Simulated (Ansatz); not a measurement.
Geometry optimisation, DFT PBE, scalar-relativistic, plane waves, PAW (Ansatz 0.2.0).

The input (input.yaml):

```yaml
crystal:
  lattice:
    - [0.0, 5.43, 5.43]
    - [5.43, 0.0, 5.43]
    - [5.43, 5.43, 0.0]
  atoms:
    - { symbol: Si, position: [0.0, 0.0, 0.0] }
    - { symbol: Si, position: [0.125, 0.125, 0.125] }
    - { symbol: Si, position: [0.0, 0.0, 0.5] }
    - { symbol: Si, position: [0.125, 0.125, 0.625] }
    - { symbol: Si, position: [0.0, 0.5, 0.0] }
    - { symbol: Si, position: [0.125, 0.625, 0.125] }
    - { symbol: Si, position: [0.0, 0.5, 0.5] }
    - { symbol: Si, position: [0.125, 0.625, 0.625] }
    - { symbol: Si, position: [0.5, 0.0, 0.0] }
    - { symbol: Si, position: [0.625, 0.125, 0.125] }
    - { symbol: Si, position: [0.5, 0.0, 0.5] }
    - { symbol: Si, position: [0.625, 0.125, 0.625] }
    - { symbol: Si, position: [0.5, 0.5, 0.0] }
    - { symbol: Si, position: [0.625, 0.625, 0.125] }
    - { symbol: Si, position: [0.5, 0.5, 0.5] }
    - { symbol: Si, position: [0.625, 0.625, 0.625] }
    - { symbol: Cu, position: [0.8767824, 0.8802087, 0.3699728] }
total_charge: 1
basis:
  ecutwfc: 420.0
kpoints:
  mp_grid: { grid: [2, 2, 2] }
hamiltonian:
  xc: pbe
  pseudopotentials: { kind: paw, azcp: { folder: soft_1 } }
scf:
  occupations: { method: gaussian, width: 0.05 }
  lower_state_search: "off"
relax:
  f_tol: 0.03
  max_steps: 60
  adjacent_minimum: "off"
```

Command:

```bash
$ ansatz run input.yaml --threads 1 --pin off --max-ram 3072MiB --backend cpu --events-out ev --progress --plain --runs-dir out
```

Where does it end, and by what steps?

The forces met the threshold. Limits of this set-up: coarse k mesh, a small cell, in which the defect meets its images, charged cell in a uniform background, uncorrected. After 11 steps the energy has fallen by 0.139 eV; Si1 moved furthest, 0.24 Å.

```
step  energy less start (eV)  largest force component (eV/Å)  accepted
   0                  0.0000                           0.600       yes
   1                 -0.0969                           0.183       yes
   2                 -0.1040                           0.036       yes
   3                 -0.1046                           0.192       yes
   4                 -0.1097                           0.114       yes
   5                 -0.1173                           0.135       yes
   6                 -0.1172                           0.218        no
   7                 -0.1173                           0.135       yes
   8                 -0.1172                           0.218        no
   9                 -0.1333                           0.054       yes
  10                 -0.1373                           0.038       yes
  11                 -0.1388                           0.018       yes
```

```xyz
17
Lattice="0.0000 5.4300 5.4300 5.4300 0.0000 5.4300 5.4300 5.4300 0.0000" Properties=species:S:1:pos:R:3
Si -0.136 -0.139 0.138
Si 1.317 1.319 1.356
Si 2.720 2.723 -0.053
Si 3.954 3.947 1.488
Si 2.775 0.034 2.656
Si 4.080 1.317 4.113
Si 5.495 2.714 2.716
Si 6.835 4.141 4.030
Si 0.028 2.775 2.655
Si 1.315 4.075 4.112
Si 2.716 5.487 2.711
Si 4.135 6.835 4.028
Si 2.774 2.772 5.395
Si 4.122 4.127 6.732
Si 5.474 5.478 5.382
Si 6.834 6.831 6.718
Cu 6.647 6.635 9.664
```

The run took 75 s on 1 thread of Arm Neoverse V2 (shared host), peak memory 0.56 GiB.
